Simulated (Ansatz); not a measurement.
Reaction (isomerisation): `C=C([SiH3])CC` → `C[Si]1(C)CC1`

Computed with Ansatz on PBE0-D4/def2-TZVP structures; ΔE is electronic, products minus reactants. CBS: MP2 limit from def2 TZ/QZ plus the TZ coupled-cluster correction, frozen cores. DFT in def2-TZVPP. One conformer a species, not always the lowest.

`C=C([SiH3])CC`:

```xyz
15

C     0.374   -1.383    1.336
C     0.254   -0.293    0.579
Si    1.805    0.515   -0.087
C    -1.090    0.302    0.264
C    -1.412    0.311   -1.226
H    -0.500   -1.883    1.752
H     1.338   -1.820    1.575
H     1.815    1.965    0.256
H     2.995   -0.145    0.510
H     1.896    0.413   -1.570
H    -1.864   -0.251    0.807
H    -1.122    1.332    0.639
H    -1.399   -0.703   -1.633
H    -2.401    0.737   -1.407
H    -0.688    0.903   -1.792
```

`C[Si]1(C)CC1`:

Z-matrix (Å, degrees):
```
C
Si 1 1.864
H 1 1.093 2 111.2
H 1 1.093 2 111.2 3 120.2
H 1 1.092 2 110.2 3 -119.9
C 2 1.864 1 114.8 3 -60.2
C 2 1.842 1 119.2 3 148.9
C 2 1.842 1 119.2 3 90.8
H 6 1.093 2 111.2 1 -60.2
H 6 1.093 2 111.2 1 60.1
H 6 1.092 2 110.2 1 180.0
H 7 1.086 2 120.3 1 148.6
H 7 1.086 2 120.3 1 1.1
H 8 1.086 2 120.3 1 -1.1
H 8 1.086 2 120.3 1 -148.6
```

| level | ΔE (kcal/mol) |
| --- | --- |
| r2SCANh-D4 | -15.0 |
| CCSD/def2-SVP | -2.4 |

Task: What does CCSD(T)/CBS give? (An estimate is asked.)

Result: The calculation gave: -10.4 kcal/mol. The listed levels differ from it by -4.6, 8.0 kcal/mol.

Task: What do rigid-rotor, harmonic-oscillator terms from PBE0-D4/def2-TZVP frequencies (298.15 K, 1 bar) make of the CCSD(T)/CBS value? (An estimate is asked.)

Result: The calculation gave: ΔZPE = +2.2 kcal/mol, ΔH = -8.1 kcal/mol, ΔS = -9 J/(mol·K), ΔG = -7.4 kcal/mol. Modes under 50 cm⁻¹ make the entropy rough.

Largest T1 diagnostic among the species: 0.011.

At CCSD(T), def2-SVP lies +8.5 kcal/mol from the extrapolated value and def2-TZVPP +0.8 kcal/mol. Leaving LDA and LC-ωPBE aside and taking each functional with its dispersion term where it has one, the values, not all of them listed here, spread over 7.8 kcal/mol, from r2SCAN0-D4 to BLYP-D4. LDA lies −2.3 kcal/mol from PBE without D4.
